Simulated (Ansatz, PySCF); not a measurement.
Gas-phase reaction R1 + R2 → P1 + P2, each structure at its B3LYP-D3(BJ)/def2-TZVP stationary point, reached from a drawn start (curvature not checked).
R1: Cl2CrO2 (SMILES [O]=[Cr](=[O])([Cl])[Cl]), charge 0, multiplicity 1.
P1: ClCrHO2 (SMILES [O]=[CrH](=[O])[Cl]), charge 0, multiplicity 1.
R2: H2 (SMILES [H][H]), charge 0, multiplicity 1.
P2, HCl (SMILES Cl) (charge 0, multiplicity 1):
```xyz
2

Cl     0.00000     0.00000     0.64101
H      0.00000     0.00000    -0.64101
```

P less R. No zero-point or thermal terms; no spin–orbit coupling.

Frozen-core correlation throughout. CBS(a, b) extrapolates the correlation energy as X⁻³ and adds the Hartree–Fock energy of set b.

Codes used: Ansatz (Gaussian basis) for Hartree–Fock, density functionals and correlated methods; PySCF for the D3/D4 terms. No computed number here is a measurement.

Question: Give the reaction energy at the level B3LYP-D4/def2-TZVPP.

Answer: 0.88 eV

Question: Predict the reaction energy from CCSD/def2-TZVPP.

Answer: 0.44 eV

Question: What reaction energy does CCSD(T)/CBS(def2-TZVPP, def2-QZVPP) give?

Answer: 0.76 eV

Ansatz is a first-principles code.
